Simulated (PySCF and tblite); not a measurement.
Results of a calculation; reference values are marked as such.
System: C7H8, numbered as in [CH:1]1=[CH:2][CH:3]=[CH:4][CH2:5][CH:6]=[CH:7]1.

For the shift of H on C5 from C5 to C1: electronic barrier 37.28 kcal/mol, zero-point change -2.97 kcal/mol, thermal and entropy terms at 250 K a further 0.27 kcal/mol (symmetry numbers apart). The minimum is Cs, the saddle Cs. Geometries: B3LYP-D3(BJ)/def2-SVP; energies: PBE0/pcSseg-1 + D3(BJ), IEF-PCM dimethylsulfoxide; zero-point and thermal terms from GFN2-xTB harmonic modes (soft modes blended into free rotors). Rates follow Eyring's equation with the number of equivalent paths and no tunnelling. Programs: tblite and PySCF.

**Question.** How many equivalent paths lead out of the minimum?

**Answer.** 2: the symmetry number of the minimum is 1, that of the saddle displaced along its mode 1, and the displaced saddle is chiral while the minimum is not, which doubles the count.

**Question.** Work out the rate at 250 K.

**Answer.** ΔG‡ = 34.58 kcal/mol; k_B T/h = 5.2×10¹² s⁻¹; exp(−ΔG‡/RT) = 5.9×10⁻³¹; times 2 gives k = 6.1×10⁻¹⁸ s⁻¹.

Tunnelling of the moving H, left out here, will speed the real process.
